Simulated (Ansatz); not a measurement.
`[F][Zr]([F])([F])[Cl]` + H₂O → `[OH][Zr]([F])([F])[F]` + HCl at 600 K and 1 bar (formal hydrolysis of a Zr–Cl bond).

Isolated molecules relaxed with PBE0-D4/def2-TZVP in Ansatz; ΔE leaves out vibrations. CBS: MP2 limit from def2 TZ/QZ plus the TZ coupled-cluster correction, frozen cores. This one scheme is used for every species. def2 core potentials past Kr. For Zr outer-core shells are correlated without core-valence functions, which leaves a few kJ/mol of doubt a bond. Each species was taken in one conformer, which may not be the lowest.

```
                species  CCSD(T)/CBS energy (Eh)  H − E (kJ/mol)  S (J/(mol·K))
`[F][Zr]([F])([F])[Cl]`               -806.47035            68.8          412.8
                    H₂O                -76.37941            76.8          212.8
`[OH][Zr]([F])([F])[F]`               -422.45878           103.7          425.7
                    HCl               -460.38127            35.4          207.2
```

H − E and S are ideal-gas, rigid-rotor, harmonic terms from PBE0-D4/def2-TZVP, for one conformer and one mirror image of each species. 1 Eh = 2625.50 kJ/mol, R = 8.31446 J/(mol·K).

Task: By hand: ΔE, ΔH, ΔS and ΔG.

Result: ΔE = (-422.45878) + (-460.38127) − (-806.47035) − (-76.37941) = 0.00971 Eh = 25.5 kJ/mol. Δ(H − E) = 103.7 + 35.4 − 68.8 − 76.8 = -6.5, so ΔH = 19.0 kJ/mol. ΔS = 425.7 + 207.2 − 412.8 − 212.8 = 7.3 J/(mol·K). ΔG = 19.0 − 600 × (7.3)/1000 = 14.6 kJ/mol.

Task: By hand: the equilibrium constant, and the temperature at which ΔG would vanish if ΔH and ΔS stayed fixed.

Result: log₁₀ K = −ΔG/(RT ln 10) = -1.3. ΔG = 0 at ΔH/ΔS = 2603 K, far beyond where these terms or the molecules hold.

The number of gas molecules stays the same, so ΔS is small and ΔH decides. A doubt of 5 kJ/mol in ΔE shifts log₁₀ K by 0.4 here. Other conformers and mirror images would add mixing entropy, several J/(mol·K) or more a flexible species. These are equilibria of isolated gas molecules and say nothing of rates. Largest T1 diagnostic: 0.017 (customary marks: 0.02 for closed shells, 0.045 for open ones).
